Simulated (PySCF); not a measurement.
Si(F)2(I)(OH) (F₂HIOSi), SMILES O[Si](F)(F)I.

The structure is a stationary point at B3LYP-D3(BJ)/def2-SVP. The def2 effective core potentials stand for the cores of I; spin–orbit coupling is left out. Other conformers were not sampled.

Calculation: TDA-ωB97X/def2-SVPD run with PySCF.

Vertical excitations. Gas-phase values at a fixed geometry. State labels are in the subgroup Cs.

```csv
state,symmetry,energy (eV),λ (nm),f,main pairs
S1,A',6.10,203,0.007,HOMO→LUMO 83 %
S2,A",6.10,203,0.007,HOMO−1→LUMO 83 %
S3,A",8.02,155,0.017,HOMO→LUMO+6 76 %
S4,A',8.04,154,0.139,"HOMO→LUMO+2 64 %, HOMO→LUMO+7 11 %"
S5,A",8.05,154,0.125,"HOMO−1→LUMO+2 60 %, HOMO−1→LUMO+5 21 %"
S6,A',8.10,153,0.034,"HOMO−1→LUMO+6 47 %, HOMO→LUMO+5 30 %, HOMO→LUMO+2 10 %"
S7,A",8.12,153,0.023,"HOMO−1→LUMO+5 44 %, HOMO−1→LUMO+7 16 %, HOMO→LUMO+6 11 %, HOMO−1→LUMO+1 9 %"
S8,A',8.36,148,0.001,"HOMO−2→LUMO 34 %, HOMO→LUMO+5 22 %, HOMO−1→LUMO+6 21 %, HOMO−2→LUMO+2 6 %"
S9,A",8.84,140,0.025,"HOMO−1→LUMO+1 48 %, HOMO−3→LUMO 23 %, HOMO−3→LUMO+1 9 %, HOMO−1→LUMO+5 7 %"
S10,A',8.91,139,0.002,HOMO→LUMO+1 75 %
T1,A',5.52,225,0,"HOMO→LUMO 77 %, HOMO→LUMO+2 16 %"
T2,A",5.53,224,0,"HOMO−1→LUMO 77 %, HOMO−1→LUMO+2 16 %"
T3,A',7.35,169,0,"HOMO−2→LUMO 56 %, HOMO−2→LUMO+2 15 %, HOMO−1→LUMO+6 12 %"
T4,A',7.76,160,0,"HOMO−1→LUMO+6 60 %, HOMO−2→LUMO 15 %, HOMO→LUMO+5 9 %"
```
Triplets are in the Tamm–Dancoff approximation.
